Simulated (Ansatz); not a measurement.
PBE exchange is replaced step by step with exact exchange (0 % is PBE, 25 % PBE0; no dispersion term), basis def2-SVP, Ansatz. System: In12N12. The state is a singlet with charge 0. Geometry: PBE-D4/def2-SVP.

Geometry of the singlet:

Cartesian coordinates in Å:
```
In -2.3230 1.9002 2.0011
In -1.1629 1.5483 -2.2524
In 2.3052 1.3635 -1.8856
In 0.4385 0.3484 3.5450
In 2.7370 0.0486 1.3797
In 0.4408 2.2504 0.8510
In -2.9227 0.0588 -0.2846
In 1.0737 -0.4198 -3.9106
In 0.2339 -2.0699 1.2516
In -2.5051 -1.3710 2.3296
In 2.1851 -1.8829 -1.5783
In -1.3056 -1.8902 -1.9261
N -1.4827 1.9830 -0.1363
N -0.4325 2.2304 2.8590
N -3.7488 0.3104 1.6886
N 2.3971 1.8450 0.1535
N 0.6393 1.6275 -3.2978
N 3.0537 -0.3952 -2.8824
N 2.5245 0.2617 3.4346
N -0.5826 -1.5355 3.1931
N 2.2046 -1.8962 0.5192
N -2.5615 -0.1327 -2.3525
N 0.4856 -2.2664 -2.9258
N -1.6915 -1.9163 0.2263
```

In the def2 sets In takes a core potential; there is no spin–orbit coupling. Single mean-field runs in def2-SVP are fitted with def2-universal-jkfit. The restricted singlet is unstable towards broken spin symmetry in Hartree–Fock (as tested in another run); at PBE-D4/def2-SVP, PBE with 5 % exact exchange/def2-SVP, PBE with 10 % exact exchange/def2-SVP, PBE with 15 % exact exchange/def2-SVP and others this wasn't settled. At PBE-D4/def2-SVP an occupied level of the charge 0 singlet lies above an empty one (by up to 0.07 eV), so this SCF solution is probably not the lowest. The geometry of the singlet was relaxed on an unsound state (an occupied level 0.07 eV above an empty one). At PBE0-D4/def2-SVP a triplet of charge 0 lies 0.50 eV below the restricted singlet at the same geometry.

| exact exchange (%) | HOMO (eV) | LUMO (eV) | gap (eV) |
| --- | --- | --- | --- |
| 0 | -4.64 | -4.71 | -0.07 |
| 5 | -4.73 | -4.60 | 0.13 |
| 10 | -4.84 | -4.49 | 0.35 |
| 15 | -4.97 | -4.37 | 0.60 |
| 35 | -5.66 | -3.86 | 1.79 |
| 50 | -6.25 | -3.44 | 2.81 |

(1) Estimate the row for 25 %.

Results:

(1) 
```tsv
exact exchange (%)	HOMO (eV)	LUMO (eV)	gap (eV)
25	-5.29	-4.13	1.17
```
